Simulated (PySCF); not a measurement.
A survey of 29Si NMR shifts

- GFN2-xTB geometry
- NMR shieldings at PBE0/pcSseg-1/GIAO
- code: PySCF 2.14
- relativity neglected, a single conformation, fast rotation and ring inversion assumed for equivalent nuclei, gas phase

Shieldings were converted by a linear fit to measured shifts: 29Si (scatter 8.9 ppm rms, 25.8 ppm with the 6 outliers that the fit left out vs TMS, solution or neat liquid). Occasional misses reach two or three times the rms, and more in compound classes unlike the fitted ones.

Give the 29Si shifts of `CC[Si@H]1C[C@H](C#N)C1`, `CCC[SiH2][SiH](C)C`, `NCCC([SiH3])[SiH3]`, `[SiH3]c1csnn1`, `C=C([SiH3])/C=N/C1CC1`.

Results:


| compound | environment | δ (ppm) |
| --- | --- | --- |
| CC[Si@H]1C[C@H](C#N)C1 | silicon bonded to 3 C, H, in a 4-membered ring | -9.1 |
| [CH3:1][CH2:2][CH2:3][SiH2:4][SiH:5]([CH3:6])[CH3:7] | Si5: silicon bonded to 2 C, Si, H | -47.6 |
| [CH3:1][CH2:2][CH2:3][SiH2:4][SiH:5]([CH3:6])[CH3:7] | Si4: silicon bonded to C, Si, 2 H | -66.3 |
| NCCC([SiH3])[SiH3] | silicon bonded to C, 3 H (×2) | -69.4 |
| [SiH3]c1csnn1 | silicon bonded to C, 3 H | -73.9 |
| C=C([SiH3])/C=N/C1CC1 | silicon bonded to C, 3 H | -70.3 |
